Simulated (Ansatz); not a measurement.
`[SiH3]O[SiH](Cl)O[SiH3]`, charge 0, multiplicity 1.

Q: Give a relaxed structure at PBE0-D4/def2-TZVP (Ansatz 0.2.0). (An estimate is asked.)

A: The calculation gave: 
Z-matrix (Å, degrees):
```
Si
O 1 1.644
H 1 1.482 2 107.5
H 1 1.485 2 109.8 3 119.5
H 1 1.483 2 109.9 3 -119.9
Si 2 1.613 1 145.9 3 -176.1
O 6 1.613 2 111.3 1 79.9
Cl 6 2.054 2 108.8 1 -39.7
H 6 1.467 2 109.4 1 -158.9
Si 7 1.644 6 145.3 2 -87.7
H 10 1.483 7 109.9 6 -70.5
H 10 1.485 7 109.9 6 50.1
H 10 1.482 7 107.5 6 169.7
```
This is one stationary point; other conformers may exist.
